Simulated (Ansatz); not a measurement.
One change: `[SiH3]SB1BC1` becomes `IB1BC1`.

Ansatz, PBE0-D4/def2-TZVP geometries, multiplicity 1. Each molecule was computed in one conformer, which needn't be the lowest. `IB1BC1` holds a close contact that its SMILES doesn't draw: H···B 1.43 Å.

Elements past krypton have def2 core potentials.  Spin–orbit coupling is left out; it splits and shifts lone-pair levels of the heavy atoms by tenths of an eV.

| property | `[SiH3]SB1BC1` |
| --- | --- |
| zero-point energy (PBE0-D4/def2-TZVP) / kJ/mol | 176.4 |
| LUMO energy (ωB97M-V/def2-TZVPP) / eV | 0.40 |
| size of the dipole moment (ωB97M-V/def2-TZVPP) / D | 2.25 |
| HOMO–LUMO gap (PBE0/def2-TZVPP) / eV | 5.52 |
| LUMO energy (PBE/def2-TZVPP) / eV | -2.58 |
| size of the dipole moment (PBE/def2-TZVPP) / D | 2.31 |

What does the change do to each property? (Estimate.)

Computed: 
```tsv
property	`IB1BC1`	shift
zero-point energy (PBE0-D4/def2-TZVP) / kJ/mol	107.2	-69.2
LUMO energy (ωB97M-V/def2-TZVPP) / eV	0.99	0.59
size of the dipole moment (ωB97M-V/def2-TZVPP) / D	3.00	0.75
HOMO–LUMO gap (PBE0/def2-TZVPP) / eV	5.85	0.33
LUMO energy (PBE/def2-TZVPP) / eV	-1.99	0.59
size of the dipole moment (PBE/def2-TZVPP) / D	2.82	0.51
```

With PBE0 the HOMO rises by 0.29 eV and the LUMO rises by 0.62 eV, so the gap widens by about 0.33 eV. PBE moves the HOMO by 0.25 eV and ωB97M-V by 0.33 eV. The zero-point energy changes by -69.2 kJ/mol with -12 modes. Dipoles are sizes alone; their direction can turn.
